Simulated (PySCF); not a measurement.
CH₄ClInO, SMILES C[O][InH][Cl]. Atoms are numbered in the order given.

```xyz
8

In    -0.4345     0.0477     0.0000
H     -2.1344    -0.1120     0.0000
Cl     0.6922     2.0977     0.0000
O      0.8802    -1.4410     0.0000
C      0.5410    -2.7939     0.0000
H      0.9602    -3.3003    -0.8899
H      0.9602    -3.3003     0.8899
H     -0.5500    -2.9967     0.0000
```

The structure is a stationary point at PBE0-D3(BJ)/def2-SVP. The structure was generated by enumeration; whether it is a known compound was not checked. The def2 effective core potentials stand for the cores of In; spin–orbit coupling is left out. The values are those of a single conformer.

All values below come from PySCF with PBE0-D3(BJ)/def2-SVP.

Frequencies are harmonic and unscaled.

Q: List the normal modes with their intensities. (The exact figures need the calculation; the answer reports its results.)

A: 
```json
[
 {"mode": "1", "ν (cm⁻¹)": "47", "IR (km/mol)": "3.6", "moving atoms (share of kinetic energy)": "H 72 %, O 24 %"},
 {"mode": "2", "ν (cm⁻¹)": "83", "IR (km/mol)": "3.0", "moving atoms (share of kinetic energy)": "Cl 35 %, C 24 %, In 23 %, H 12 %"},
 {"mode": "3", "ν (cm⁻¹)": "84", "IR (km/mol)": "1.6", "moving atoms (share of kinetic energy)": "H 46 %, O 26 %, C 19 %"},
 {"mode": "4", "ν (cm⁻¹)": "214", "IR (km/mol)": "9.2", "moving atoms (share of kinetic energy)": "O 35 %, C 33 %, H 22 %"},
 {"mode": "5", "ν (cm⁻¹)": "372", "IR (km/mol)": "86.5", "moving atoms (share of kinetic energy)": "Cl 69 %, In 25 %"},
 {"mode": "6", "ν (cm⁻¹)": "379", "IR (km/mol)": "49.0", "moving atoms (share of kinetic energy)": "H 92 %"},
 {"mode": "7", "ν (cm⁻¹)": "435", "IR (km/mol)": "116.1", "moving atoms (share of kinetic energy)": "H 85 %"},
 {"mode": "8", "ν (cm⁻¹)": "553", "IR (km/mol)": "30.5", "moving atoms (share of kinetic energy)": "O 65 %, H 13 %, In 12 %, C 10 %"},
 {"mode": "9", "ν (cm⁻¹)": "1150", "IR (km/mol)": "193.3", "moving atoms (share of kinetic energy)": "C 39 %, O 39 %, H 22 %"},
 {"mode": "10", "ν (cm⁻¹)": "1173", "IR (km/mol)": "0.1", "moving atoms (share of kinetic energy)": "H 77 %, C 19 %"},
 {"mode": "11", "ν (cm⁻¹)": "1202", "IR (km/mol)": "46.4", "moving atoms (share of kinetic energy)": "H 56 %, C 24 %, O 20 %"},
 {"mode": "12", "ν (cm⁻¹)": "1463", "IR (km/mol)": "0.4", "moving atoms (share of kinetic energy)": "H 96 %"},
 {"mode": "13", "ν (cm⁻¹)": "1475", "IR (km/mol)": "28.8", "moving atoms (share of kinetic energy)": "H 90 %, C 9 %"},
 {"mode": "14", "ν (cm⁻¹)": "1481", "IR (km/mol)": "23.5", "moving atoms (share of kinetic energy)": "H 94 %"},
 {"mode": "15", "ν (cm⁻¹)": "1854", "IR (km/mol)": "96.5", "moving atoms (share of kinetic energy)": "H 99 %"},
 {"mode": "16", "ν (cm⁻¹)": "2973", "IR (km/mol)": "112.9", "moving atoms (share of kinetic energy)": "H 97 %"},
 {"mode": "17", "ν (cm⁻¹)": "3052", "IR (km/mol)": "60.3", "moving atoms (share of kinetic energy)": "H 91 %, C 9 %"},
 {"mode": "18", "ν (cm⁻¹)": "3075", "IR (km/mol)": "41.2", "moving atoms (share of kinetic energy)": "H 90 %, C 10 %"}
]
```
